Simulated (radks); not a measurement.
Effect of the nuclear size on the niobium ion Nb+, [Kr] 4d4. All-electron calculation, Dirac Kohn-Sham, LDA (Slater exchange, Perdew-Wang correlation), spin-unpolarised, spherical densities, finite nucleus; open shells are shared between the two j in proportion to 2j + 1; Fermi nuclear charge, rms radius 4.324 fm. Program: a radial shooting solver on a logarithmic mesh with Libxc functionals. The rms radius is varied about that value; shifts are against it.

| rms radius (fm) | total energy shift (eV) | density at nucleus (e/bohr^3) | 1s1/2 shift (meV) | 2s1/2 shift (meV) | 4s1/2 shift (meV) | 5s1/2 (empty) shift (meV) |
|---|---|---|---|---|---|---|
| 3.5414 | -0.417 | 8.383e+04 | -176 | -18.7 | -0.534 | -0.063 |
| 3.9132 | -0.228 | 8.297e+04 | -96.6 | -10.2 | -0.292 | -0.034 |
| 4.324 | 0 | 8.212e+04 | 0.000 | 0.000 | 0.000 | 0.000 |
| 4.5488 | 0.134 | 8.169e+04 | 56.5 | 6.00 | 0.171 | 0.020 |
| 5.085 | 0.476 | 8.076e+04 | 202 | 21.4 | 0.610 | 0.072 |

Slopes of the eigenvalues against <r^2> in GHz/fm^2, as finite differences over the two radii next to the reference (eigenvalue slopes, not the field-shift constants of lines): 1s1/2 6880, 2s1/2 730, 4s1/2 20.8, 5s1/2 (empty) 2.45.
